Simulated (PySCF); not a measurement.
Work out the structure from these simulated measurements.

Formula: C4H6F6Si.

* NMR, other nuclei: isotropic shieldings of nuclei other than C and H, by class: 253 (6 F), 358 (1 Si) ppm [GIAO PBE0/pcSseg-1]
* Triplet: lowest triplet excitation (Tamm–Dancoff): 7.97 eV [TDA PBE0/def2-SVPD]
* UV, first state: lowest singlet excitation: 8.58 eV (144 nm, f = 0.011) [TDDFT PBE0/def2-SVPD]
* 13C NMR: chemical shifts (computed TMS as zero) by class: 133.8 (2 C), -9.1 (2 C) ppm [GIAO PBE0/pcSseg-1]
* 1H NMR: chemical shifts (computed TMS as zero) by class: 0.44 (6 H) ppm [GIAO PBE0/pcSseg-1]
* Rotational structure: rotational constants A, B, C: 1.259, 0.726, 0.669 GHz [PBE0-D3(BJ)/def2-SVP]
* Polarisability: 78.4 au [PBE0/def2-SVPD]
* XPS: Si2p3/2 107.4, C1s 290.9 (×2), C1s 297.5 (×2), F1s 693.8 (×6), Si1s 1847.2 eV [ΔSCF SCAN, pcX-2 on the ionised atom, pcseg-1 elsewhere, spin-free X2C, 2p3/2 from a spin–orbit splitting computed afterwards within the 2p shell]

Electronic properties: PySCF, gas phase, density fitting. Levels stand in brackets. Isolated species at its PBE0-D3(BJ)/def2-SVP geometry, gas phase. NMR values are class means; diastereotopic atoms form classes of their own.

Task: Propose a structure and show how it fits.

Result: 4 carbons fall into 2 classes; from least to most shielded: carbon bonded to 3 F and Si (133.8 ppm, 2 C), carbon bonded to Si and 3 H (-9.1 ppm, 2 C). All hydrogens form one class (0.44 ppm): hydrogen on carbon. The other shieldings belong to: 253 ppm, fluorine bonded to C; 358 ppm, silicon bonded to 4 C. The core levels belong to: Si2p3/2 107.4 eV, silicon bonded to 4 C; C1s 290.9 eV, carbon bonded to Si and 3 H; C1s 297.5 eV, carbon bonded to 3 F and Si; F1s 693.8 eV, fluorine bonded to C; Si1s 1847.2 eV, silicon bonded to 4 C. One atom of each topological class was ionised and stands for its class. By its constants the optimised geometry is an asymmetric top. Structure: Si(CF3)2Me2, `C[Si](C)(C(F)(F)F)C(F)(F)F`. The assignments are read from this structure; whether some other isomer fits the data as well wasn't checked.
